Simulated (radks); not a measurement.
Coherent X-ray form factor from a spherical all-electron density. All-electron calculation, non-relativistic Kohn-Sham, PBE, spin-polarised, spherical densities, point nucleus. Program: a radial shooting solver on a logarithmic mesh with Libxc functionals.

| sin(theta)/lambda (1/angstrom) | f0 (electrons) |
|---|---|
| 0.05 | 27.804 |
| 0.1 | 27.232 |
| 0.15 | 26.325 |
| 0.2 | 25.147 |
| 0.25 | 23.769 |
| 0.3 | 22.267 |
| 0.4 | 19.157 |
| 0.5 | 16.231 |
| 0.6 | 13.711 |
| 0.8 | 10.081 |
| 1 | 7.981 |
| 1.25 | 6.570 |
| 1.5 | 5.714 |
| 2 | 4.360 |

The species is in the configuration that NIST lists as its ground one. Which atom or ion scatters so?

Answer. The germanium ion Ge4+, [Ar] 3d10. Extrapolating in s^2 from the first two rows gives f0(0) = 28.0, near the electron count 28; among species with that count, the fall with angle is slower the higher Z, and the table is that of Z = 32; from so few rows the species is fixed only to a neighbour or two.
